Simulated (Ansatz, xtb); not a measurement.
Relaxing a trial structure of BClH6OSi2

The starting geometry of this gas-phase singlet has its atoms placed at random.

```json
{"atom": "B", "x (Å)": "-0.6754", "y (Å)": "0.9429", "z (Å)": "0.0726"}
{"atom": "Cl", "x (Å)": "1.1420", "y (Å)": "0.6656", "z (Å)": "-1.3396"}
{"atom": "O", "x (Å)": "0.4184", "y (Å)": "-0.2256", "z (Å)": "2.0453"}
{"atom": "Si", "x (Å)": "-1.4819", "y (Å)": "-0.2167", "z (Å)": "1.7330"}
{"atom": "Si", "x (Å)": "1.1818", "y (Å)": "-1.3308", "z (Å)": "0.4767"}
{"atom": "H", "x (Å)": "2.4224", "y (Å)": "0.1656", "z (Å)": "0.7100"}
{"atom": "H", "x (Å)": "2.0329", "y (Å)": "-1.0765", "z (Å)": "-0.7884"}
{"atom": "H", "x (Å)": "-0.7793", "y (Å)": "-0.0482", "z (Å)": "-0.8159"}
{"atom": "H", "x (Å)": "0.8820", "y (Å)": "-0.5638", "z (Å)": "-0.6329"}
{"atom": "H", "x (Å)": "1.6036", "y (Å)": "-0.6489", "z (Å)": "-1.8356"}
{"atom": "H", "x (Å)": "-1.6616", "y (Å)": "1.6863", "z (Å)": "-0.7508"}
```

Task: Guess where an optimisation with r2SCAN-D4/def2-SVP ends from this start.

Result: It loosens into BClH4OSi2 + H2, which stay close as a complex. Distances that change by over a tenth: O3–Si4 (1.93 → 1.72 Å). Contacts that open: Cl2–H9 (1.44 → 2.94 Å), Cl2–H10 (1.48 → 3.11 Å), Si5–H7 (1.55 → 3.46 Å). Contacts that close: B1–H11 (1.48 → 1.22 Å), Cl2–Si5 (2.70 → 2.14 Å), O3–Si5 (2.07 → 1.64 Å), Si5–H6 (1.96 → 1.48 Å), H7–H10 (1.21 → 0.76 Å).

The energy falls by 14.82 eV over 29 steps:

```
step  E − E(last) (eV)
   1            14.819
   4             4.652
   7             2.124
  10             1.232
  13             0.280
  17             0.064
  20             0.015
  23             0.003
  26             0.000
  29             0.000
```

Final geometry (Å):

```xyz
11

B    -1.5260    1.1283   -0.0747
Cl    0.3068    0.3314   -1.1131
O     0.0949   -0.3696    1.7753
Si   -1.3918    0.4963    1.8567
Si    1.1686   -0.6687    0.5717
H     2.4917   -0.0475    0.8105
H     3.4766   -1.3829   -1.9058
H    -2.3695    0.6040   -0.7761
H     1.2576   -2.1052    0.2217
H     2.9293   -0.9482   -2.2008
H    -1.3535    2.3120   -0.2909
```

From the same start GFN2-xTB reaches the same bonding as this run.

From so rough a start the end depends on the optimiser's path, so another program may land elsewhere. The end wasn't checked by frequencies. Run with Ansatz 0.2.0, 98 s on 2 threads of Intel(R) Xeon(R) Platinum 8488C (Sapphire Rapids), on a shared host.
